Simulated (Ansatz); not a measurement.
Isomers of Cu₆Si⁺ (doublet), relaxed with PBE-D4/def2-SVP; total energies from Ansatz at PBE0-D4/def2-TZVP.

```tsv
isomer	description	energy (Eh)
A	point group Cs; 11 × Cu–Cu 2.40 to 2.58 Å; 4 × Cu–Si 2.29 to 2.33 Å	-10130.99913
B	point group not assigned; 11 × Cu–Cu 2.39 to 2.56 Å; 4 × Cu–Si 2.29 to 2.37 Å	-10130.98251
C	point group C2v; 12 × Cu–Cu 2.37 to 2.75 Å; 4 × Cu–Si 2.32 to 2.34 Å	-10130.98134
```

The isomers come from a short search, and lower ones may exist.

Problem. Work out the relative energies (1 Eh = 2625.5 kJ/mol) and the Boltzmann populations at 800 K from electronic energies alone (R = 8.314 J/mol/K).

Solution. ΔE: A 0.0, B 43.6, C 46.7 kJ/mol. RT = 6.65 kJ/mol. Factors exp(−ΔE/RT): A 1, B 0.00142, C 0.000892; sum 1.002. Populations: A 99.8 %, B 0.1 %, C 0.1 %. Zero-point energy, vibrational entropy and symmetry numbers are left out and can shift these; an error of 4 kJ/mol changes a ratio by a factor of 1.8. Over the other density-functional and correlated levels in def2 sets, the gap between A and B ranges from 38 to 77 kJ/mol.
